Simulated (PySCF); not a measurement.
Excitation energy of Mo⁺ by level of theory

Mo⁺ [Kr] 4d5 (6S) → Mo⁺ [Kr] 4d4 5s1 (6D), as a difference of total energies. Computed with PySCF 2.14 in aug-cc-pVTZ-DK (9s8p6d3f2g, 102 functions), with the spin-free X2C one-electron Hamiltonian (Gaussian nucleus). Correlated levels: valence: [Kr] frozen. The calculations carry no spin-orbit coupling.

```csv
method,excitation energy (cm⁻¹),error (cm⁻¹)
UHF,11287,-1514
LDA,11807,-994
PBE,12234,-566
PBE0,13052,+252
r2SCAN,11786,-1014
BP86,11686,-1115
r2SCANh,12062,-738
wB97M-V,13349,+549
MP2 (valence),12849,+48
SCS-MP2 (valence),11808,-993
```

Reference: 12801 cm⁻¹ (measured; NIST levels, between the centres of gravity of the two terms).

Errors of the correlated levels include the incompleteness of this basis and the frozen core.
